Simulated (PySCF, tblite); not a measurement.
C₈H₁₀FP.
Structure used (GFN2-xTB), in Å, numbered top down from 1:
```xyz
20
C8H10FP angstrom
C      0.0335   -1.8466   -1.6877
P     -0.2456   -0.5341   -0.6540
C      1.2827    0.1831   -0.1846
C      2.3695    0.6218    0.0993
C      3.6617    1.1583    0.4485
C     -1.1262   -1.1124    0.8625
C     -2.4824   -0.4918    0.7657
C     -2.5710    0.5505   -0.0473
F     -3.7283    1.2082   -0.2724
C     -1.3569    1.0245   -0.7616
H      0.6006   -1.5741   -2.5721
H     -0.8864   -2.3752   -1.9238
H      4.2299    0.4150    1.0070
H      4.2091    1.4141   -0.4584
H      3.5469    2.0531    1.0599
H     -0.5912   -0.7870    1.7614
H     -1.1578   -2.2049    0.8616
H     -3.3177   -0.8859    1.3203
H     -0.8949    1.8717   -0.2481
H     -1.5806    1.3223   -1.7891
```

Method: PBE0/pcSseg-1 in PySCF (dipole) on a GFN2-xTB geometry, gas phase.

Take the most abundant isotopes and a rigid rotor. The values belong to one conformer with, in the numbering `[CH2:1]=[P@:2]1([C:3]#[C:4][CH3:5])[CH2:6][CH:7]=[C:8]([F:9])[CH2:10]1`, C1–P2–C6–C7 -112°, P2–C6–C7–C8 -20°, C7–C8–C10–P2 20°, C1–P2–C10–C8 94°.

(1) What are A, B and C (cm⁻¹)?

(2) Classify the top.

(3) Is it planar, by Δ = Ic − Ia − Ib?

(4) Give the other two planar moments, Paa and Pbb, and the rms extents of the mass along the axes.

(5) Where do the levels up to J = 5 lie, in K?

(6) Which lines would a microwave search look for?

(7) Estimate the classical rotational partition function at 100 K, 200 K and 500 K.

Answers

(1) Ia = 247.97, Ib = 813.05, Ic = 901.16 u·Å²; 505379 MHz·u·Å²/I gives 2038, 621.6 and 560.8 MHz, that is A = 0.06798, B = 0.02073, C = 0.01871 cm⁻¹.

(2) A near-prolate asymmetric top. Ray's parameter κ = (2B − A − C)/(A − C) = -0.918; −1 is the prolate and +1 the oblate limit.

(3) Not planar: Δ = Ic − Ia − Ib = -159.87 u·Å². For a rigid frame Δ = −2 Σ m c², so Σ m c² = 79.93 u·Å² lies off the ab plane: 20.32 from hydrogen and 59.61 from heavier atoms. The atom farthest from that plane is 2.13 Å away.

(4) Paa = Σ m a² = (Ib + Ic − Ia)/2 = 733.12 and Pbb = Σ m b² = (Ia + Ic − Ib)/2 = 168.04 u·Å². With the mass M = 156.05 u, the rms extents √(P/M) along a, b and c are 2.17, 1.04, 0.72 Å.

(5) Above 0(0,0), as E/k:
J = 1: 1(0,1) 0.057, 1(1,1) 0.125, 1(1,0) 0.128
J = 2: 2(0,2) 0.170, 2(1,2) 0.235, 2(1,1) 0.244, 2(2,1) 0.448, 2(2,0) 0.448
J = 3: 3(0,3) 0.340, 3(1,3) 0.401, 3(1,2) 0.419, 3(2,2) 0.618, 3(2,1) 0.619, 3(3,1) 0.965, 3(3,0) 0.965
J = 4: 4(0,4) 0.566, 4(1,4) 0.622, 4(1,3) 0.651, 4(2,3) 0.845, 4(2,2) 0.847, 4(3,2) 1.193, 4(3,1) 1.193, 4(4,1) 1.679, 4(4,0) 1.679
J = 5: 5(0,5) 0.848, 5(1,5) 0.898, 5(1,4) 0.942, 5(2,4) 1.129, 5(2,3) 1.132, 5(3,3) 1.477, 5(3,2) 1.477, 5(4,2) 1.962, 5(4,1) 1.962, 5(5,1) 2.587, 5(5,0) 2.587
The levels of one J sum to (2J + 1)J(J + 1)(A + B + C)/3.

(6) The dipole components are |μa| = 2.18 D, |μb| = 2.40 D, |μc| = 0.89 D. The squared components, which scale the intensities, stand as 0.83 : 1.00 : 0.14 (a : b : c). Some lines, for components of 0.1 D or more:

```json
{"type": "a", "branch": "Q", "J(Ka,Kc)": "4(1,3) ← 4(1,4)", "MHz": "607", "lower level (cm⁻¹)": "0.432"}
{"type": "b", "branch": "Q", "J(Ka,Kc)": "2(1,1) ← 2(0,2)", "MHz": "1540", "lower level (cm⁻¹)": "0.118"}
{"type": "b", "branch": "R", "J(Ka,Kc)": "5(0,5) ← 4(1,4)", "MHz": "4708", "lower level (cm⁻¹)": "0.432"}
{"type": "a", "branch": "R", "J(Ka,Kc)": "4(3,2) ← 3(3,1)", "MHz": "4733", "lower level (cm⁻¹)": "0.671"}
{"type": "b", "branch": "R", "J(Ka,Kc)": "3(1,3) ← 2(0,2)", "MHz": "4812", "lower level (cm⁻¹)": "0.118"}
{"type": "a", "branch": "R", "J(Ka,Kc)": "5(4,2) ← 4(4,1)", "MHz": "5916", "lower level (cm⁻¹)": "1.167"}
{"type": "b", "branch": "R", "J(Ka,Kc)": "2(2,1) ← 1(1,0)", "MHz": "6675", "lower level (cm⁻¹)": "0.089"}
{"type": "b", "branch": "R", "J(Ka,Kc)": "4(2,3) ← 3(1,2)", "MHz": "8888", "lower level (cm⁻¹)": "0.291"}
{"type": "b", "branch": "R", "J(Ka,Kc)": "3(3,0) ← 2(2,1)", "MHz": "10783", "lower level (cm⁻¹)": "0.311"}
{"type": "b", "branch": "R", "J(Ka,Kc)": "5(3,3) ← 4(2,2)", "MHz": "13130", "lower level (cm⁻¹)": "0.588"}
{"type": "c", "branch": "R", "J(Ka,Kc)": "5(4,1) ← 4(3,1)", "MHz": "16041", "lower level (cm⁻¹)": "0.829"}
{"type": "c", "branch": "R", "J(Ka,Kc)": "5(4,2) ← 4(3,2)", "MHz": "16041", "lower level (cm⁻¹)": "0.829"}
{"type": "c", "branch": "R", "J(Ka,Kc)": "5(5,1) ← 4(4,1)", "MHz": "18934", "lower level (cm⁻¹)": "1.167"}
{"type": "b", "branch": "R", "J(Ka,Kc)": "5(5,0) ← 4(4,1)", "MHz": "18934", "lower level (cm⁻¹)": "1.167"}
```

(7) Point group C1, symmetry number σ = 1; q = (√π/σ)·√((kT/h)³/(ABC)), k/h = 20836.6 MHz/K: 200000 at 100 K, 566000 at 200 K, 2240000 at 500 K.

Its GFN2-xTB frequencies are all real (lowest 17 cm⁻¹). No vibrational averaging or centrifugal distortion is included, and the geometry carries the error of its method. A rigid rotor knows nothing of internal rotation, which can split or shift real lines.

The run took about 2.7 min of CPU time (grids of density and orbitals included) (one thread, shared machine). This is the PBE0/pcSseg-1 job that gave the dipole, with the shieldings it also computed.
